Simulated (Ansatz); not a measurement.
`[SiH3][O][InH][Br]`, relaxed with RKS PBE0-D4/def2-TZVP in Ansatz 0.2.0 from a GFN2-xTB geometry. The force threshold is 0.005 eV/Å; the program also tests the step.

Charge 0, multiplicity 1. In takes the def2 core potential.

Start:

```xyz
8

Si    1.225   -0.420   -0.698
O     0.343   -0.118    0.627
In   -1.443    0.457    1.142
Br   -2.813    1.220   -0.749
H     1.044   -1.840   -1.027
H     2.585   -0.088   -0.274
H     0.787    0.420   -1.827
H    -1.728    0.368    2.806
```

(1) How much energy does the relaxation release, and in how many steps? (An estimate is asked.)

(2) Which bonds change most? (Estimate.)

(3) Give the relaxed structure. (Best estimate.)

## Answers

(1) Computed: 2.25 kcal/mol, in 26 steps, 1 of them rejected.

(2) Computed: Si1–H6 from 1.463 to 1.487 Å; Si1–H5 from 1.468 to 1.490 Å; O2–In3 from 1.945 to 1.967 Å; Si1–H7 from 1.474 to 1.490 Å.

(3) The calculation gave: 
```xyz
8

Si    1.226   -0.334   -0.673
O     0.439   -0.009    0.721
In   -1.409    0.437    1.225
Br   -2.853    0.502   -0.763
H     0.669   -1.541   -1.347
H     2.658   -0.584   -0.359
H     1.141    0.807   -1.628
H    -1.872    0.723    2.825
```
